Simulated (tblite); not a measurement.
C₅H₁₀N₂SSi₂.
SMILES with atom numbers: `[CH2:1]=[CH:2][SiH2:3][c:4]1[cH:5][c:6]([S:7][SiH3:8])[n:9][nH:10]1` (hydrogens: H11, H12 on C1; H13 on C2; H14, H15 on Si3; H16 on C5; H17, H18, H19 on Si8; H20 on N10)

Computed with GFN2-xTB (tblite), gas phase: L-BFGS steps from a force-field or distance-geometry start until the largest atomic force falls under 0.01 eV/Å.

The end geometry, which sets the zero of energy:
```
atom  x, y, z in Å
C1     -2.9456    0.7452   -1.4995
C2     -3.3674    0.0631   -0.4449
Si3    -2.2584   -0.8861    0.7449
C4     -0.4678   -0.5729    0.2874
C5      0.2987   -1.0656   -0.7528
C6      1.5549   -0.4609   -0.6046
S7      3.0053   -0.6103   -1.5373
Si8     4.0857    0.7556   -0.2500
N9      1.5666    0.3471    0.4473
N10     0.3410    0.2679    0.9735
H11    -3.6194    1.2681   -2.1614
H12    -1.8986    0.8083   -1.7521
H13    -4.4324    0.0343   -0.2447
H14    -2.5362   -2.3234    0.6789
H15    -2.4483   -0.3880    2.1170
H16     0.0036   -1.7584   -1.5121
H17     3.4596    2.0627   -0.3468
H18     4.1515    0.1704    1.0774
H19     5.3948    0.7495   -0.8998
H20     0.1073    0.8043    1.7926
```

Question: These geometries come from the run, each turned onto the end geometry. Order them by energy, lowest first.
A.
```
atom  x, y, z in Å
C1     -3.0147    0.5936   -1.5538
C2     -3.3199    0.2118   -0.3219
Si3    -2.2402   -0.9225    0.7272
C4     -0.4578   -0.5880    0.2471
C5      0.3215   -1.0592   -0.7940
C6      1.5561   -0.4086   -0.6538
S7      3.0259   -0.5252   -1.5616
Si8     4.0799    0.7706   -0.1844
N9      1.5413    0.4075    0.3911
N10     0.3238    0.2849    0.9252
H11    -3.6460    1.2435   -2.1411
H12    -2.0990    0.2779   -2.0321
H13    -4.2505    0.5537    0.1142
H14    -2.5548   -2.3404    0.5336
H15    -2.3936   -0.5395    2.1383
H16     0.0577   -1.7737   -1.5456
H17     3.5132    2.1063   -0.2383
H18     4.0709    0.1293    1.1173
H19     5.4174    0.7425   -0.7735
H20     0.0637    0.8463    1.7190
```
B.
```
atom  x, y, z in Å
C1     -3.2587    0.5100   -1.6203
C2     -3.2982    0.3478   -0.3063
Si3    -2.2258   -0.8760    0.6483
C4     -0.4174   -0.5699    0.2475
C5      0.3779   -1.0517   -0.7761
C6      1.6351   -0.4636   -0.5759
S7      3.1175   -0.6102   -1.4569
Si8     4.1381    0.7867   -0.1522
N9      1.6202    0.3250    0.4902
N10     0.3771    0.2513    0.9735
H11    -3.8915    1.2147   -2.1388
H12    -2.5841   -0.0561   -2.2418
H13    -4.0009    0.9490    0.2578
H14    -2.5503   -2.2581    0.2954
H15    -2.4027   -0.6413    2.0885
H16     0.1019   -1.7311   -1.5545
H17     3.4728    2.0753   -0.2604
H18     4.2040    0.2177    1.1835
H19     5.4553    0.8193   -0.7851
H20     0.1247    0.7722    1.7966
```
C.
```
atom  x, y, z in Å
C1     -2.9341    0.6768   -1.5142
C2     -3.3450    0.1133   -0.3871
Si3    -2.2430   -0.9090    0.7492
C4     -0.4651   -0.5657    0.2688
C5      0.2988   -1.0577   -0.7733
C6      1.5386   -0.4156   -0.6537
S7      2.9916   -0.5527   -1.5794
Si8     4.0535    0.7489   -0.2114
N9      1.5435    0.4114    0.3829
N10     0.3270    0.3126    0.9249
H11    -3.5874    1.2608   -2.1447
H12    -1.9160    0.5716   -1.8609
H13    -4.3796    0.2492   -0.0909
H14    -2.5134   -2.3441    0.6262
H15    -2.4084   -0.4671    2.1445
H16     0.0179   -1.7901   -1.5002
H17     3.4673    2.0742   -0.2703
H18     4.0726    0.0929    1.0845
H19     5.3830    0.7464   -0.8207
H20     0.0932    0.8550    1.7388
```
D.
```
atom  x, y, z in Å
C1     -3.3562    0.4471   -1.6655
C2     -3.3979    0.3302   -0.3452
Si3    -2.3476   -0.9531    0.5574
C4     -0.5459   -0.4691    0.3830
C5      0.3623   -0.9791   -0.5175
C6      1.5638   -0.3016   -0.2717
S7      3.0327   -0.5948   -1.1585
Si8     4.5409    0.6825   -0.3252
N9      1.4119    0.5753    0.7083
N10     0.1347    0.4649    1.0847
H11    -3.9345    1.1718   -2.2174
H12    -2.7271   -0.1821   -2.2778
H13    -4.0431    0.9953    0.2202
H14    -2.4857   -2.2545   -0.1187
H15    -2.7351   -1.0226    1.9804
H16     0.1716   -1.7385   -1.2400
H17     3.8677    1.8906    0.1091
H18     5.1850   -0.0406    0.7683
H19     5.5072    0.9388   -1.3854
H20    -0.2097    1.0504    1.8247
```
E.
```
atom  x, y, z in Å
C1     -3.3656    0.5205   -1.6841
C2     -3.3299    0.3398   -0.3711
Si3    -2.2889   -0.9165    0.5949
C4     -0.4615   -0.5978    0.3244
C5      0.4049   -1.1032   -0.6274
C6      1.6168   -0.4214   -0.4229
S7      3.0933   -0.5640   -1.3331
Si8     4.3638    0.7657   -0.2069
N9      1.5109    0.4366    0.5815
N10     0.2537    0.3239    1.0127
H11    -4.0165    1.2505   -2.1539
H12    -2.7388   -0.0545   -2.3480
H13    -3.9728    0.9734    0.2306
H14    -2.5537   -2.2882    0.1574
H15    -2.5467   -0.6893    2.0278
H16     0.1932   -1.8576   -1.3591
H17     3.6736    1.9990    0.1070
H18     4.7720    0.0405    0.9841
H19     5.4320    0.9491   -1.1800
H20    -0.0451    0.9044    1.7792
```

Answer: C (0.009 eV), A (0.022 eV), B (0.038 eV), E (0.132 eV), D (0.231 eV).

In the order of the answer:

```csv
step,E above end (eV),largest force (eV/Å),rms force component (eV/Å),rms distance from end (Å),rms bond change (Å),bond most changed (Å)
128,0.009,0.07,0.021,0.106,0.001,C6–S7 -0.003
111,0.022,0.08,0.022,0.228,0.001,Si3–H15 -0.002
73,0.038,0.05,0.012,0.414,0.001,C2–Si3 +0.003
29,0.132,0.20,0.059,0.508,0.005,C2–Si3 +0.013
7,0.231,0.37,0.098,0.628,0.006,S7–Si8 -0.021
```

What follows is the cost of the whole relaxation. The run took 1.9 s wall on one thread of an Arm Neoverse V1, shared host with 32 logical CPUs at a one-minute load of 26.
